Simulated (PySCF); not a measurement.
PySCF input file for benzotriazole (C₆H₅N₃), SMILES c1ccc2[nH]nnc2c1, PBE0/pcSseg-1. Geometry: B3LYP-D3(BJ)/def2-SVP.

```python
import numpy as np
from pyscf import gto, scf, dft
from pyscf.prop.nmr import rks as nmr

mol = gto.M(
    atom='''
    C     0.69707651   -2.11146473    0.00000000
    C    -0.72051751   -2.09642132    0.00000000
    C    -1.44474311   -0.91022174    0.00000000
    C    -0.69574929    0.27717724    0.00000000
    N    -0.99719013    1.60907425    0.00000000
    N     0.13194763    2.36222445    0.00000000
    N     1.15477878    1.58468012    0.00000000
    C     0.71888495    0.27564540    0.00000000
    C     1.43312535   -0.93475138    0.00000000
    H     1.21419224   -3.07338702    0.00000000
    H    -1.25838012   -3.04738741    0.00000000
    H    -2.53614006   -0.90832413    0.00000000
    H    -1.89907177    2.06948714    0.00000000
    H     2.52418437   -0.93202116    0.00000000
    ''',
    basis='pcSseg-1',
    charge=0,
    spin=0,
    max_memory=1600,
    verbose=3,
)
mf = dft.RKS(mol, xc='pbe0').density_fit(auxbasis='def2-universal-jkfit')
mf.grids.level = 3
mf.conv_tol = 1e-10
mf.max_cycle = 100
mf.kernel()
n = nmr.NMR(mf)
n.verbose = 2
n.max_cycle_cphf = 60
sigma = n.kernel()
print('atom   isotropic/ppm   span/ppm')
for i, s in enumerate(sigma):
    w = np.linalg.eigvalsh((s + s.T) / 2)
    print(f'{mol.atom_symbol(i):2s}{i + 1:3d} {w.mean():14.3f} {w[2] - w[0]:11.3f}')
```

Output:

```
converged SCF energy = -395.369231901451
atom   isotropic/ppm   span/ppm
C   1         55.411     226.572
C   2         50.775     233.895
C   3         71.323     190.874
C   4         47.050     185.803
N   5         27.911     224.931
N   6       -157.200     543.598
N   7       -127.073     555.180
C   8         34.998     147.757
C   9         56.480     210.790
H  10         23.662       7.017
H  11         23.574       7.200
H  12         23.565       8.613
H  13         20.374       8.537
H  14         22.853       7.464
```

The calculation finished and met its thresholds.

Cost: around 100 core-seconds (rough).
